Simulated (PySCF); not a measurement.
This PySCF input asks for the NMR shieldings of SMILES C1(=O)OCC=C1[SiH](F)F, C4H4F2O2Si; the geometry comes from GFN2-xTB.

```python
import basis_set_exchange as bse
import numpy as np
from pyscf import gto, dft
from pyscf.prop import nmr

atoms = """
O    -0.070706    2.342364    0.717339
C    -0.493701    1.284518    0.345791
O    -1.805573    1.034657    0.132557
C    -1.979749   -0.293434   -0.311298
C    -0.602722   -0.867296   -0.357011
C     0.278450    0.056441    0.034297
Si    2.138948   -0.002191    0.212492
F     2.496493   -0.841987    1.524740
F     2.686441   -0.962549   -0.946075
H    -2.632638   -0.827636    0.389079
H    -2.464331   -0.285270   -1.294791
H    -0.412856   -1.877907   -0.667190
H     2.857557    1.240776    0.202342
"""
names = dict.fromkeys(["O", "C", "Si", "F", "H"], "pcSseg-1")
basis = {el: gto.basis.parse(bse.get_basis(n, elements=[el], fmt="nwchem")) for el, n in names.items()}
mol = gto.M(atom=atoms, basis=basis, charge=0, verbose=0)
mf = dft.RKS(mol, xc="PBE0")
mf.grids.level = 2
mf.grids.alignment = dft.numint.BLKSIZE   # the property module wants whole blocks of grid points
mf.conv_tol = 1e-9
mf.kernel()

calc = nmr.RKS(mf)   # GIAO
C = mf.mo_coeff
Co = C[:, mf.mo_occ > 0]
resp = mf.gen_response(singlet=True, hermi=2)
def vind(x):   # induced exchange potential for any number of trial vectors
    d = np.einsum("pi,xij,qj->xpq", C, 2 * x.reshape(-1, C.shape[1], Co.shape[1]), Co, optimize=True)
    return np.einsum("xpq,pi,qj->xij", resp(d - d.transpose(0, 2, 1)), C, Co, optimize=True).ravel()
mo1, _ = nmr.rhf.solve_mo1(calc, with_cphf=vind)
sigma = calc.kernel(mo1)
for i, s in enumerate(sigma):   # ppm
    print("%2d %-2s %9.2f" % (i, mol.atom_pure_symbol(i), np.trace(s) / 3))
```

Q: What does it print?

A: 
```
 0 O     -82.97
 1 C       8.63
 2 O     120.95
 3 C     110.07
 4 C      13.16
 5 C      50.63
 6 Si    371.80
 7 F     323.99
 8 F     331.63
 9 H      26.60
10 H      26.61
11 H      23.62
12 H      26.48
```

These numbers come from an equivalent density-fitted implementation of the same equations, which agrees with the script to about 0.01 ppm for H and up to a few tenths of a ppm for heavy atoms, so last digits may differ.

Q: Turn these shieldings into chemical shifts. Chemical shifts δ = σref − σ; ¹⁷O (σ = 336.08 ppm) vs H2O; TMS for ¹³C (σ = 186.93 ppm), ²⁹Si (σ = 349.16 ppm), ¹H (σ = 31.72 ppm); ¹⁹F (σ = 170.95 ppm) vs CFCl3, all at this level.

A: Averaging equivalent atoms: O 0: 419.0; O 2: 215.1; C 1: 178.3; C 4: 173.8; C 5: 136.3; C 3: 76.9; Si 6: -22.6; F 7/8: -156.9; H 11: 8.09; H 12: 5.24; H 9/10: 5.12 ppm. Unscaled 19F shifts against computed CFCl3 carry errors that often reach 10 to 50 ppm. Unscaled 17O shifts of doubly bonded oxygen tend to come out too high, by tens of ppm or more. Experimental scales use liquid or dissolved standards, which lie at an offset from isolated H2O (liquid H2O: subtract about 36 ppm).

Size and cost of the density-fitted run: 180 basis functions, 30 s wall time on 1 thread of an Arm Neoverse V1, shared host; peak memory 0.81 GiB.
